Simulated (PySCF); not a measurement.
## Spinor energies of Tc+ (technetium, charge +1)

Start: [Kr] 4d5 5s1; 4d3/2 filled at m_j = -3/2, -1/2, +1/2, +3/2; 4d5/2 filled at m_j = +5/2; 5s1/2 filled at m_j = +1/2. Calculated with PySCF 2.14 in x2c-TZVPPall-2c: generalised Hartree-Fock with the X2C-1e Hamiltonian and a Gaussian nucleus; one run each with spin-orbit coupling (SO) switched off, then screened by Boettger's factors.

```
spinor shell  electrons  ε, spin-free (eV)  ε, screened SO (eV)  weight of nominal j (screened SO)  rms radius, screened SO (bohr)
       1s1/2          2           -21167.2             -21166.0                              1.000                          0.0394
       2s1/2          2            -3103.8              -3103.5                              1.000                           0.162
       2p1/2          2            -2772.0              -2853.7                              1.000                           0.141
       2p3/2          4            -2772.0              -2733.8                              1.000                           0.145
       3s1/2          2            -580.09              -580.00                              1.000                           0.442
       3p1/2          2            -468.19              -482.40                              1.000                           0.439
       3p3/2          4            -468.19              -461.52                              1.000                           0.450
       3d3/2          4            -287.25              -289.75                              0.964                           0.433
       3d5/2          6            -287.25              -285.50                              0.976                           0.437
       4s1/2          2            -97.087              -97.069                              1.000                            1.13
       4p1/2          2            -63.515              -69.178                              0.654                            1.26
       4p3/2          4            -63.515              -60.745                              0.827                            1.26
       4d3/2          4            -21.497              -21.529                              0.528                            1.78
       4d5/2          1            -21.497              -21.347                              1.000                            1.79
       5s1/2          1            -14.443              -14.442                              1.000                            3.27
```

```
   quantity    spin-free  screened SO
E (hartree)  -4282.57021  -4283.12425
        M_J            3            3
       ⟨J²⟩       12.002       12.002
       ⟨L²⟩        0.000        0.017
       ⟨S²⟩       12.002       11.990
```

Each row is a mean over spinors that exchange with the open shell spreads, by up to 9.697 eV (4p3/2).

Rows whose weight is well below 1 are mixtures of j = l ± 1/2: exchange outweighs spin-orbit coupling there, and the label is only the starting occupation.

Breit and QED terms are absent; they matter most for the inner s and p1/2 levels.

Densities and radii are taken from the X2C orbitals without a picture-change correction, which distorts them close to the nucleus.

Without spin-orbit coupling the j labels of p, d and f shells carry no meaning; the spin-free column gives the mean over the occupied spinors of each nl shell.
